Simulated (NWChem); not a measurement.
## Correlation energy of MgO

SMILES: [O]=[Mg]
```xyz
2

Mg     0.0000     0.0000     0.6990
O      0.0000     0.0000    -1.0486
```
Charge 0, spin multiplicity 1.

All runs are NWChem calculations. Structure: optimised with PBE0/def2-SVP, a minimum by its harmonic frequencies.

Basis set: def2-QZVP. Each correlation energy counts from its own Hartree-Fock reference.

The correlated methods keep 6 core orbitals frozen. The structure started from a generated list of species. Coupled-cluster values serve here as a point of comparison, not as the truth.

**Question.** Order these methods by the correlation energy they give, lowest first: CCSD, CR-CCSD(T), CCSD+T(CCSD), MP2, SCS-MP2, CR-CCSD[T].

**Answer.** CCSD+T(CCSD) (-352.4 mHa), MP2 (-346.9 mHa), CR-CCSD[T] (-345.1 mHa), CR-CCSD(T) (-341.1 mHa), SCS-MP2 (-339.4 mHa), CCSD (-322.0 mHa)
